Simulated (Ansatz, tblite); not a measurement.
Cost and result up the ladder for K4H5⁻ (the lowest singlet isomer of a short search) (9 atoms). The state is a singlet with charge -1. Geometry: PBE0-D4/def2-SVPD.

```xyz
9

K    -2.5130   -0.8179    0.3054
K    -0.4244    1.9459    1.7738
K     0.4223   -1.9426   -1.7655
K     2.5140    0.8229   -0.3169
H    -2.8535    1.0868    2.0240
H     2.8541   -1.0942   -2.0223
H     0.0006    0.0068   -0.0011
H    -2.0313   -2.6906   -1.4148
H     2.0312    2.6829    1.4174
```

Ansatz on 4 threads of Arm Neoverse V2 on a shared host; xTB runs through tblite on one thread. Times are rough, summed over both states, and most runs start from the orbitals of an earlier one. PBE0-D4/def2-TZVPD serves as the yardstick here, not as an exact answer. The other state is a doublet.

The xTB rows come from tblite. The structure comes from a short search, and lower isomers may exist.

Raw xTB energies of ions are shifted by several eV.

```
               level  functions  vertical IE (eV)  difference from PBE0-D4/def2-TZVPD (eV)
   PBE-D4/def2-TZVPD        189              2.37                                    -0.45
  PBE0-D4/def2-TZVPD        189              2.82                                     0.00
            GFN2-xTB         21              7.38                                     4.56
            GFN1-xTB         26             10.94                                     8.12
r2SCAN-D4/def2-TZVPD        189              2.36                                    -0.47
```

(1) Estimate how long each takes.

Answers

(1) GFN1-xTB 0.004 s; GFN2-xTB 0.006 s; PBE-D4/def2-TZVPD 11 s; PBE0-D4/def2-TZVPD 14 s; r2SCAN-D4/def2-TZVPD 23 s. On shared hardware such times vary by a factor of up to 3.
